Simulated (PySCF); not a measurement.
A structure optimised at B3LYP-D3(BJ)/def2-SVP, used in a PySCF frequency run:

```xyz
6

Cl     0.5566     2.1066     0.0000
C     -0.9771     1.3145     0.0000
C     -1.1640    -0.0071     0.0000
Br     0.2111    -1.2921     0.0000
H     -1.8339     1.9926     0.0000
H     -2.1717    -0.4256     0.0000
```

Task: Write its SMILES, formula and point group.

Result: Cl/C=C\Br, C2H2BrCl, Cs

Task: What are its rotational constants (standard atomic weights)?

Result: 10.091, 1.6055, 1.3852 GHz
